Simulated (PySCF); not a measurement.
Input for PySCF: R-B3LYP/6-31G* on H2O (SMILES O) with ghost functions, monomers drawn apart or pushed together.

```python
from pyscf import gto, scf, dft, mp
from pyscf.data.elements import chemcore

mol = gto.M(
    atom='''
    O     0.54494551   -0.21044838    2.80263770
    H    -0.27859452    0.28312014    2.92903830
    H     0.43189657   -1.06150717    3.24386235
    ghost-C   -2.09771241    0.72574922    0.84035237
    ghost-C   -0.80056510    0.96829850    0.63759021
    ghost-Ga    0.58591417   -0.44820562    0.78712216
    ghost-H   -2.46736429   -0.27562250    1.04768516
    ghost-H   -2.85899081    1.50101804    0.79122098
    ghost-H   -0.52258509    1.99766768    0.41582842
    ghost-H    0.04333480   -1.93381441    0.80698346
    ghost-H    2.08954565   -0.13578614    0.46329397
    ''',
    basis='6-31g*',
    cart=True,
    charge=0, spin=0, verbose=3, max_memory=1800)
mf = dft.RKS(mol, xc='b3lyp')
mf.conv_tol = 1e-8
mf.max_cycle = 100
mf.kernel()
if not mf.converged:
    mf = mf.newton().run(mf.mo_coeff, mf.mo_occ)
```

The log:

```
converged SCF energy = -76.4159184776628
```

The run converged.

Cost: around 15 core-seconds (rough).
